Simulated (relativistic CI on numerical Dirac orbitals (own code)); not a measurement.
Method of calculation: Dirac-Coulomb-Breit CI, orbitals from a KLI potential per configuration, a model potential for QED, unscaled Slater integrals (own radial code, finite nucleus).

The strongest absorption lines from the ground level of an ion, among the configurations computed and to levels below about 674 eV (vacuum wavelength in nm, gf): 3.1864 (0.19), 3.4641 (0.47), 7.7252 (4.1), 9.7203 (0.7).

Problem. Which ion is it?
A. Eu27+
B. Pr23+
C. Pm25+
D. La21+

Solution. C. Pm25+ has 36 electrons and the ground level 4s2 4p6 1S_0; the strongest line goes to 4s2 4p5 4d 1P°_1. The pattern of lines fixes the number of electrons, and along that sequence the line energies rise steadily with the charge (about as its square where n changes within one kind of shell, about linearly where n is kept but much faster in heavy ions where fine structure, which grows about as Z⁴, sets the gap, and irregularly where shells cross), which fixes Z. Configurations outside the model, such as inner-shell arrays, can give stronger lines. At this charge energies of transitions that change n are usually good to better than 1 %, and those within a shell (Δn = 0) to a few per cent.

LS names give the leading component of a level, which can be under half, so a name can repeat, a term be missing and a line seem to break the LS rules.
